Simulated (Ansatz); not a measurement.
`C[N](C)[Zr]([Cl])([N](C)C)[N](C)C` + `FB(F)Br` → `C[N](C)[Zr]([Cl])([Br])[N](C)C` + `CN(C)B(F)F`  (redistribution)

Gas-phase electronic energies from Ansatz, PBE0-D4/def2-TZVP geometries. CCSD(T)/CBS adds triple-zeta CCSD(T) − MP2 to the extrapolated MP2 energy (def2 sets, frozen cores). DFT in def2-TZVPP. HSE06 is defined as in plane-wave codes. Elements past krypton have def2 core potentials. For Br, Zr outer-core shells are correlated without core-valence functions, which leaves a few kJ/mol of doubt a bond. Scalar relativity is left out up to krypton. Each species was taken in one conformer, which may not be the lowest.

(1) Is it downhill or uphill in electronic energy at CCSD(T)/CBS, and by how much? (Best estimate.)

(2) What do these levels give: r2SCAN0-D4, CAM-B3LYP-D4, r2SCANh, HSE06, MP2/def2-TZVPP, CCSD/CBS(def2)? (An estimate is asked.)

Largest T1 diagnostic among the species: 0.015.

## Answers

(1) Ansatz gave: Downhill: ΔE = -1.71 eV.

(2) Computed: r2SCAN0-D4 -1.80, CAM-B3LYP-D4 -1.78, r2SCANh -1.78, HSE06 -1.78, MP2/def2-TZVPP -1.68, CCSD/CBS(def2) -1.77 eV.

From PBE to PBE0 (25 % exact exchange), in def2-TZVPP and without D4, ΔE moves by −0.12 eV. At CCSD(T), def2-SVP lies +0.06 eV from the extrapolated value and def2-TZVPP +0.04 eV. In def2-TZVPP, CCSD(T) changes the Hartree–Fock value by +0.39 eV (the triples alone add +0.06 eV) and MP2 by +0.38 eV.
